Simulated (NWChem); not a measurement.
The numbers come from NWChem runs, not from measurements. System: germanium monoxide (GeO), charge 0, spin multiplicity 1, at a geometry optimised with PBE0/def2-SVP. Level: G0W0@PBE/def2-TZVPD, RI basis def2-tzvpd-rifit.

The NWChem input:

```
start mol
memory heap 200 mb stack 700 mb global 1700 mb
geometry units angstroms nocenter noautoz
  Ge     0.000000     0.000000     0.324711
  O      0.000000     0.000000    -1.298846
  symmetry group C2v
end
basis spherical
  * library def2-tzvpd
end
basis "ri basis" bse spherical
  * library def2-tzvpd-rifit
end
dft
  xc xpbe96 cpbe96
  iterations 100
  direct
  tolerances tight
end
task dft energy
gw
  states alpha occ 4 vir 2
end
task dft gw
```

Part of the output:

```
             Northwest Computational Chemistry Package (NWChem) 7.3.0
             --------------------------------------------------------

                                NWChem Input Module
                                -------------------

 Scaling coordinates for geometry "geometry" by  1.889725989
 (inverse scale =  0.529177249)

 Turning off AUTOSYM since
 SYMMETRY directive was detected!

                             Geometry "geometry" -> ""
                             -------------------------

 Output coordinates in angstroms (scale by  1.889725989 to convert to a.u.)

  No.       Tag          Charge          X              Y              Z
 ---- ---------------- ---------- -------------- -------------- --------------
    1 Ge                  32.0000     0.00000000     0.00000000     0.32471100
    2 O                    8.0000     0.00000000     0.00000000    -1.29884600

 Effective nuclear repulsion energy (a.u.)      83.4398642881

            Nuclear Dipole moment (a.u.)
            ----------------------------
        X                 Y               Z
 ---------------- ---------------- ----------------
     0.0000000000     0.0000000000    -0.0000302356

      Symmetry information
      --------------------

 Group name             C2v
 Group number             16
 Group order               4
 No. of unique centers     2

      Symmetry unique atoms

     1    2


 Summary of "ao basis" -> "" (spherical)
 ------------------------------------------------------------------------------
       Tag                 Description            Shells   Functions and Types
 ---------------- ------------------------------  ------  ---------------------
 *                         def2-tzvpd                 on all atoms

 new library libraries.bse/

 Summary of "ri basis" -> "" (spherical)
 ------------------------------------------------------------------------------
       Tag                 Description            Shells   Functions and Types
 ---------------- ------------------------------  ------  ---------------------
 *                      def2-tzvpd-rifit              on all atoms

  pbe96 is a nonlocal functional; adding pw91lda local functional.

                                 NWChem DFT Module
                                 -----------------

 Summary of "ao basis" -> "ao basis" (spherical)
 ------------------------------------------------------------------------------
       Tag                 Description            Shells   Functions and Types
 ---------------- ------------------------------  ------  ---------------------
 Ge                        def2-tzvpd               18       54   7s5p5d1f
 O                         def2-tzvpd               14       40   6s4p3d1f

 Summary of "ao basis" -> "ao basis" (spherical)
 ------------------------------------------------------------------------------
       Tag                 Description            Shells   Functions and Types
 ---------------- ------------------------------  ------  ---------------------
 Ge                        def2-tzvpd               18       54   7s5p5d1f
 O                         def2-tzvpd               14       40   6s4p3d1f

      Symmetry analysis of basis
      --------------------------

        a1         42
        a2         10
        b1         21
        b2         21

            General Information
            -------------------
          SCF calculation type: DFT
          Wavefunction type:  closed shell.
          No. of atoms     :     2
          No. of electrons :    40
           Alpha electrons :    20
            Beta electrons :    20
          Charge           :     0
          Spin multiplicity:     1
          Use of symmetry is: on ; symmetry adaption is: on
          Maximum number of iterations: 100
          This is a Direct SCF calculation.
          AO basis - number of functions:    94
                     number of shells:    32
          Convergence on energy requested:  1.00D-06
          Convergence on density requested:  1.00D-05
          Convergence on gradient requested:  5.00D-04

              XC Information
              --------------
          PerdewBurkeErnzerhof Exchange Functional  1.000
            Perdew 1991 LDA Correlation Functional  1.000 local
           PerdewBurkeErnz. Correlation Functional  1.000 non-local

             Grid Information
             ----------------
          Grid used for XC integration:  medium
          Radial quadrature: Mura-Knowles
          Angular quadrature: Lebedev.
          Tag              B.-S. Rad. Rad. Pts. Rad. Cut. Ang. Pts.
          ---              ---------- --------- --------- ---------
          Ge                  1.25      112          10.0       590
          O                   0.60       49          10.0       434
          Grid pruning is: on
          Number of quadrature shells:   161
          Spatial weights used:  Erf1

          Convergence Information
          -----------------------
          Convergence aids based upon iterative change in
          total energy or number of iterations.
          Levelshifting, if invoked, occurs when the
          HOMO/LUMO gap drops below (HL_TOL):  1.00D-02
          DIIS, if invoked, will attempt to extrapolate
          using up to (NFOCK): 10 stored Fock matrices.

                    Damping( 0%)  Levelshifting(0.5)       DIIS
                  --------------- ------------------- ---------------
          dE  on:    start            ASAP                start
          dE off:    2 iters        100 iters           100 iters

      Screening Tolerance Information
[...]
 d= 0,ls=0.0,diis     2  -2146.7669386953  4.90D+00  3.05D-02  2.45D+01     2.6

 !! scf_movecs_sym_adapt:   42 vectors were symmetry contaminated

  Symmetry fudging

 !! scf_movecs_sym_adapt:   42 vectors were symmetry contaminated

 d= 0,ls=0.0,diis     3  -2151.8669064938 -5.10D+00  2.24D-03  1.96D-01     3.6

 !! scf_movecs_sym_adapt:   42 vectors were symmetry contaminated

  Symmetry fudging

 !! scf_movecs_sym_adapt:   42 vectors were symmetry contaminated

 d= 0,ls=0.0,diis     4  -2151.8785109680 -1.16D-02  9.74D-04  8.84D-02     4.5

 !! scf_movecs_sym_adapt:   42 vectors were symmetry contaminated

  Symmetry fudging

 !! scf_movecs_sym_adapt:   42 vectors were symmetry contaminated

 d= 0,ls=0.0,diis     5  -2151.8821357667 -3.62D-03  4.72D-04  3.69D-03     5.4

 !! scf_movecs_sym_adapt:   42 vectors were symmetry contaminated

  Symmetry fudging

 !! scf_movecs_sym_adapt:   42 vectors were symmetry contaminated

 d= 0,ls=0.0,diis     6  -2151.8823638905 -2.28D-04  1.65D-04  5.84D-04     6.3

 !! scf_movecs_sym_adapt:   42 vectors were symmetry contaminated

  Symmetry fudging

 !! scf_movecs_sym_adapt:   42 vectors were symmetry contaminated

 d= 0,ls=0.0,diis     7  -2151.8824139041 -5.00D-05  1.08D-05  2.41D-06     7.3

 !! scf_movecs_sym_adapt:   42 vectors were symmetry contaminated

  Symmetry fudging

 !! scf_movecs_sym_adapt:   42 vectors were symmetry contaminated

 d= 0,ls=0.0,diis     8  -2151.8824140337 -1.30D-07  2.90D-06  5.22D-07     8.2

         Total DFT energy =    -2151.882414033747
      One electron energy =    -3164.124743950113
           Coulomb energy =     1015.974947786105
    Exchange-Corr. energy =      -87.172482157794
 Nuclear repulsion energy =       83.439864288056

 Numeric. integr. density =       40.000001653108

     Total iterative time =      7.4s

                  Occupations of the irreducible representations
                  ----------------------------------------------

                     irrep           alpha         beta
                     --------     --------     --------
                     a1               11.0         11.0
                     a2                1.0          1.0
                     b1                4.0          4.0
                     b2                4.0          4.0

                       DFT Final Molecular Orbital Analysis
                       ------------------------------------

 Vector   18  Occ=2.000000D+00  E=-2.803951D-01  Symmetry=b2
              MO Center=  6.2D-18,  8.0D-16, -9.9D-01, r^2= 1.2D+00
   Bfn.  Coefficient  Atom+Function         Bfn.  Coefficient  Atom+Function
  ----- ------------  ---------------      ----- ------------  ---------------
    62      0.416212  2 O  py                65      0.344001  2 O  py
    18      0.240112  1 Ge py                68      0.234311  2 O  py
    21      0.145725  1 Ge py                12     -0.111281  1 Ge py
    24      0.070073  1 Ge d -1               9      0.042931  1 Ge py
    34     -0.032845  1 Ge d -1              71      0.030003  2 O  py

 Vector   19  Occ=2.000000D+00  E=-2.803951D-01  Symmetry=b1
              MO Center=  1.4D-15, -1.2D-16, -9.9D-01, r^2= 1.2D+00
   Bfn.  Coefficient  Atom+Function         Bfn.  Coefficient  Atom+Function
  ----- ------------  ---------------      ----- ------------  ---------------
    61      0.416212  2 O  px                64      0.344001  2 O  px
    17      0.240112  1 Ge px                67      0.234311  2 O  px
    20      0.145725  1 Ge px                11     -0.111281  1 Ge px
    26     -0.070073  1 Ge d  1               8      0.042931  1 Ge px
    36      0.032845  1 Ge d  1              70      0.030003  2 O  px

 Vector   20  Occ=2.000000D+00  E=-2.658078D-01  Symmetry=a1
              MO Center=  4.9D-17, -9.1D-16, -3.4D-01, r^2= 2.5D+00
   Bfn.  Coefficient  Atom+Function         Bfn.  Coefficient  Atom+Function
  ----- ------------  ---------------      ----- ------------  ---------------
    63     -0.370220  2 O  pz                19      0.362804  1 Ge pz
    66     -0.289935  2 O  pz                 6      0.239664  1 Ge s
    22      0.232375  1 Ge pz                 5      0.197639  1 Ge s
    13     -0.169150  1 Ge pz                69     -0.149647  2 O  pz
    59      0.119781  2 O  s                 60      0.119567  2 O  s

 Vector   21  Occ=0.000000D+00  E=-1.063602D-01  Symmetry=b2
              MO Center= -3.2D-17,  4.7D-16,  2.9D-01, r^2= 3.0D+00
   Bfn.  Coefficient  Atom+Function         Bfn.  Coefficient  Atom+Function
  ----- ------------  ---------------      ----- ------------  ---------------
    21      0.576041  1 Ge py                18      0.457183  1 Ge py
    62     -0.240790  2 O  py                68     -0.201848  2 O  py
    12     -0.195028  1 Ge py                65     -0.195205  2 O  py
    44      0.120513  1 Ge d -1               9      0.074523  1 Ge py
    71      0.063119  2 O  py                24     -0.055015  1 Ge d -1

 Vector   22  Occ=0.000000D+00  E=-1.063602D-01  Symmetry=b1
              MO Center= -1.7D-16, -9.9D-18,  2.9D-01, r^2= 3.0D+00
   Bfn.  Coefficient  Atom+Function         Bfn.  Coefficient  Atom+Function
  ----- ------------  ---------------      ----- ------------  ---------------
    20      0.576041  1 Ge px                17      0.457183  1 Ge px
    61     -0.240790  2 O  px                67     -0.201848  2 O  px
    11     -0.195028  1 Ge px                64     -0.195205  2 O  px
    46     -0.120513  1 Ge d  1               8      0.074523  1 Ge px
    70      0.063119  2 O  px                26      0.055015  1 Ge d  1

 Vector   23  Occ=0.000000D+00  E=-3.166669D-04  Symmetry=a1
              MO Center=  5.2D-15,  7.7D-15,  1.1D-01, r^2= 6.5D+00
   Bfn.  Coefficient  Atom+Function         Bfn.  Coefficient  Atom+Function
  ----- ------------  ---------------      ----- ------------  ---------------
    22      0.578860  1 Ge pz                45      0.535349  1 Ge d  0
    72      0.447572  2 O  pz                59      0.423908  2 O  s
     7     -0.346130  1 Ge s                  6     -0.287526  1 Ge s
    60     -0.276992  2 O  s                 19      0.211823  1 Ge pz
    69      0.120930  2 O  pz                57      0.113512  2 O  s

 center of mass
 --------------
 x =   0.00000000 y =   0.00000000 z =   0.06784780

 moments of inertia (a.u.)
 ------------------
         123.778946852626           0.000000000000           0.000000000000
           0.000000000000         123.778946852626           0.000000000000
           0.000000000000           0.000000000000           0.000000000000

     Multipole analysis of the density
     ---------------------------------

     L   x y z        total         alpha         beta         nuclear
     -   - - -        -----         -----         ----         -------
     0   0 0 0     -0.000000    -20.000000    -20.000000     40.000000

     1   1 0 0      0.000000      0.000000      0.000000      0.000000
     1   0 1 0      0.000000      0.000000      0.000000      0.000000
     1   0 0 1      1.226797      0.613414      0.613414     -0.000030

     2   2 0 0    -15.313664     -7.656832     -7.656832      0.000000
     2   1 1 0     -0.000000     -0.000000     -0.000000      0.000000
     2   1 0 1      0.000000      0.000000      0.000000      0.000000
     2   0 2 0    -15.313664     -7.656832     -7.656832      0.000000
     2   0 1 1      0.000000      0.000000      0.000000      0.000000
     2   0 0 2    -19.760208    -40.002030    -40.002030     60.243851

 Task  times  cpu:        8.2s     wall:        8.2s

                                NWChem Input Module
                                -------------------

                                 NWChem GW Module
                                 ----------------

                             ***********************
                             ***        GW       ***
                             ***********************

 Summary of "ri basis" -> "ri basis" (spherical)
 ------------------------------------------------------------------------------
       Tag                 Description            Shells   Functions and Types
 ---------------- ------------------------------  ------  ---------------------
 Ge                     def2-tzvpd-rifit            41      175   11s10p9d6f4g1h
 O                      def2-tzvpd-rifit            26       92   9s7p5d4f1g

                 Memory Information
                 ------------------
          Available GA per process is          1699.9 MBs
          Available stack per process is        700.0 MBs
          Available heap per process is           0.0 MBs

          Peak memory in Initialization
              Peak GA per process is                  4.8 MBs
              Peak stack per process is               0.1 MBs
              Peak heap per process is                5.2 MBs
              Memory not in MA per process            0.0 MBs

          Peak memory in AFF Calculation
              Peak GA per process is                 23.9 MBs
              Peak stack per process is              16.7 MBs
              Peak heap per process is                0.0 MBs
              Memory not in MA per process           16.7 MBs

          Computing 2-center integrals
          Computing Inverse Cholesky factor
          Computing 3-center integrals
          Computing V_xc ...

          Computing Sigma_x
          Computing RPA polarizability
          Solving quasiparticle equations

                  Alpha Orbitals
          State     Energy (eV)     Error (eV)
          -----------------------------------
@GW        17        -13.616           0.001
@GW        18        -10.376           0.002
@GW        19        -10.376           0.002
@GW        20        -10.294           0.002
@GW        21          0.117           0.002
@GW        22          0.117           0.002

   Applying  -3.0614 eV scissor-shift to rest of particle states

   Applying   3.0109 eV scissor-shift to rest of hole states

     GW Timing Statistics
   ------------------------
   Init.   :          0.1s
     ERIs  :          0.4s
     Distr.:          0.0s
     Vxc   :          0.0s
   Sigma_x :          0.0s
   RPA     :          0.6s
   Wmn     :          0.0s
   Sigma_c :          0.0s
   GW total:          1.2s

 Task  times  cpu:        1.2s     wall:        1.2s

 Total times  cpu:        9.4s     wall:        9.4s
```
